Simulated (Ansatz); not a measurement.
Cartesian coordinates in Å:
```
C -0.4492 -1.0721 1.6214
O -0.1114 -0.3912 0.4515
Ti 0.4957 0.3645 -0.9776
F 0.5144 -0.7234 -2.3559
S -0.9684 2.0731 -1.3521
Cl 2.5288 1.1408 -0.6370
H -0.5697 -2.1370 1.4086
H 0.3381 -0.9350 2.3666
H -1.3888 -0.6734 2.0115
H -0.3894 2.3538 -2.5369
```

Charge 0, multiplicity 1.

Q: List the ωB97M-V/def2-TZVPP orbital energies in eV (Ansatz 0.2.0). (An estimate is asked.)

A: The calculation gave: Occupied: -4881.85, -2771.69, -2426.79, -677.46, -550.49, -527.50, -459.01, -458.99, -458.98, -283.59, -262.10, -220.80, -199.52, -199.47, -199.46, -163.90, -163.80, -163.76, -70.96, -46.61, -46.34, -46.12, -34.84, -31.64, -25.06, -22.76, -22.45, -16.68, -16.30, -16.24, -15.43, -14.92, -14.85, -13.82, -12.85, -12.40, -12.10, -11.85, -11.45, -11.16, -9.94. Lowest empty: -0.37, -0.17, 0.16, 0.53, 0.83, 1.01, 2.60, 2.90.
